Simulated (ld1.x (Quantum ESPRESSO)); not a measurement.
**What one change does to a pseudopotential (lead, TM semilocal)**

* Element: Pb
* Generator: ld1.x (Quantum ESPRESSO) 7.5
* Type: norm-conserving Troullier–Martins (semilocal form)
* Functional: PBE
* Relativity: scalar-relativistic
* Frozen core: [Xe] 4f14 5d10
* Valence charge: 4
* Reference configuration: 6s2 6p2
* Partial waves: 6s (bound): rc 2.10 bohr; 6p (bound): rc 2.35 bohr
* Local potential: the p channel
* Core correction: a·sin(br)/r model core inside 1.70 bohr

All-electron outer shells of the reference configuration (PBE, scalar-relativistic, ld1.x):

```tsv
shell	level (eV)	outermost node (bohr)	outermost maximum (bohr)
5p	-85.83	0.49	0.88
5d	-21.18	0.52	1.07
6s	-12.04	1.01	1.95
6p	-3.50	1.18	2.67
```

Change: wave 6s (bound): rc 2.10 bohr becomes 6s (bound): rc 2.68 bohr.

Cutoffs: the cutoffs (Ry, on a coarse ladder) from which the occupation-weighted sum of valence levels, in a spherical-Bessel basis at the reference potential, stays within 10 and 1 mRy of its value at 400 Ry; they do not see the model core or the augmentation charge, which bear on the density cutoff. Errors are all-electron minus pseudo energies relative to the spin-unpolarised reference configuration.

Q: Predict the effect on cutoff, ghosts and configuration errors.

A: The potential gets softer (21 Ry and 35 Ry → 15 Ry and 25 Ry); of the 7 tests that both files solve, the error grows in 3 and shrinks in 0 by more than 15 % and 0.3 meV (median size 89.0 → 107.2 meV); neither file shows a bound ghost. A larger radius leaves more room for a smooth pseudo-wave, so fewer plane waves are needed. More of the atom is replaced by a form fitted at one configuration, so other configurations suffer. A semilocal file is local in each channel, so a ghost entry of none says nothing of the separable form that plane-wave codes build from it.

```csv
quantity,base,changed
"cutoff, loose",21 Ry,15 Ry
"cutoff, tight",35 Ry,25 Ry
loose cutoff by channel (10 mRy a level),"s 18 Ry, p 6 Ry","s 8 Ry, p 6 Ry"
bound ghosts,none,none
"error for 6s2 6p1, meV [ΔE 6.58 eV]",-18,-16
"error for 6s2 6p0, meV [ΔE 20.02 eV]",-120,-109
"error for 6s1 6p0, meV [ΔE 52.43 eV]",-610,-611
"error for 6s1 6p3, meV [ΔE 8.74 eV]",-40,-60
"error for 6s0 6p4, meV [ΔE 17.83 eV]",-156,-252
"error for 6s2 6p2.3, meV [ΔE -0.80 eV]",0.0,0.0
"error for 6s1 6p2, meV [ΔE 16.10 eV]",-89,-107
```
